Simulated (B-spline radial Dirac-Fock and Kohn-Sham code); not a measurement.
# What relativity does to the binding energies of La¹⁵⁺

System: lanthanum as La¹⁵⁺, configuration [Kr] 4d6.

Both columns are ΔSCF binding energies of the configuration average from a radial finite-basis atomic code: non-relativistic Hartree-Fock with a point nucleus, and Dirac-Fock with a finite nucleus and the Coulomb interaction alone, averaged over the two j levels with weights 2j+1.

| shell | Hartree-Fock (eV) | Dirac-Fock (eV) | shift (eV) | shift (%) |
| --- | --- | --- | --- | --- |
| 1s | 37604.0 | 39414.9 | +1810.90 | +4.82 |
| 2s | 6173.9 | 6629.2 | +455.30 | +7.37 |
| 2p | 5834.7 | 5973.9 | +139.13 | +2.38 |
| 3s | 1598.4 | 1701.1 | +102.68 | +6.42 |
| 3p | 1451.9 | 1486.1 | +34.20 | +2.36 |
| 3d | 1181.9 | 1171.2 | -10.71 | -0.91 |
| 4s | 557.4 | 583.1 | +25.73 | +4.62 |
| 4p | 498.0 | 506.4 | +8.39 | +1.68 |
| 4d | 399.3 | 397.2 | -2.08 | -0.52 |

Relativity binds 1s, 2s, 2p, 3s, 3p, 4s, 4p more strongly, among those listed most of all 2s in relative terms, and 3d, 4d more weakly, because the contracted s and p shells screen the nucleus better.

Values without a named source are computed, but for edge energies of neutral atoms, which are taken from tables.
